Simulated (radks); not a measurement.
Problem. The mean radii <r> (bohr) of the occupied orbitals of an atom or ion are listed with their occupations. Method: scalar-relativistic Kohn-Sham, r2SCAN, spin-polarised, spherical densities, finite nucleus; meta-GGA in the generalised Kohn-Sham scheme; Fermi nuclear charge, rms radius of each element as measured or else 0.836 A^(1/3) + 0.57 fm; computed with a radial shooting solver on a logarithmic mesh with Libxc functionals.

| orbital | occ. | <r> |
|---|---|---|
| 1s up | 1 | 0.02558 |
| 1s down | 1 | 0.02558 |
| 2s up | 1 | 0.1097 |
| 2s down | 1 | 0.1097 |
| 2p up | 3 | 0.09620 |
| 2p down | 3 | 0.09620 |
| 3s up | 1 | 0.2913 |
| 3s down | 1 | 0.2913 |
| 3p up | 3 | 0.2894 |
| 3p down | 3 | 0.2894 |
| 3d up | 5 | 0.2664 |
| 3d down | 5 | 0.2664 |
| 4s up | 1 | 0.6701 |
| 4s down | 1 | 0.6705 |
| 4p up | 3 | 0.7092 |
| 4p down | 3 | 0.7094 |
| 4d up | 5 | 0.7848 |
| 4d down | 4 | 0.7838 |
| 5s up | 1 | 1.525 |
| 5s down | 1 | 1.534 |
| 5p up | 3 | 1.695 |
| 5p down | 1 | 1.707 |
| 6p up | 1 | 3.599 |

Name the element and its charge. Open shells, if any, are filled with parallel spins first.

Solution. Z = 56, barium, charge +4: Ba4+ in [Kr] 4d9 5s2 5p4 6p1. The 1s radius gives Z: for a bare nucleus <r> = (2 gamma + 1)/(2Z) with gamma = sqrt(1 - (Z/c)^2), 0.02523 bohr for Z = 56, and screening makes it slightly larger (0.02558 here). The occupations add up to 52, and the charge is Z minus that.
